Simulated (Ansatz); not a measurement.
Molecule: sum formula SiOF (charge -1, singlet). 
Structure (B3LYP-D3(BJ)/def2-TZVP (Ansatz, a quantum-chemistry and plane-wave program) minimum search):
```
Si
O 1 1.5548
F 1 1.6998 2 109.97
```
Charge -1, spin multiplicity 1.

Basis-set convergence of Hartree-Fock and MP2 correlation energies (hartree) with Ansatz. Valence correlation only, unless marked. Spin-orbit coupling is left out. No relativistic terms.

```
basis            functions       E(HF)  E(corr, MP2)
---------------  ---------  ----------  ------------
aug-cc-pV(D+d)Z         78  -463.35691      -0.51541
aug-cc-pV(T+d)Z        147  -463.41799      -0.63090
aug-cc-pV(Q+d)Z        249  -463.43366      -0.67497
```

Extrapolating the two largest sets (X = 3 and 4) as X^-3: E(corr) = (64·(-0.67497) - 27·(-0.63090))/37 = -0.7071 Eh, an estimate of the basis-set limit. The largest set recovers 95.5 % of it, the smallest 72.9 %.
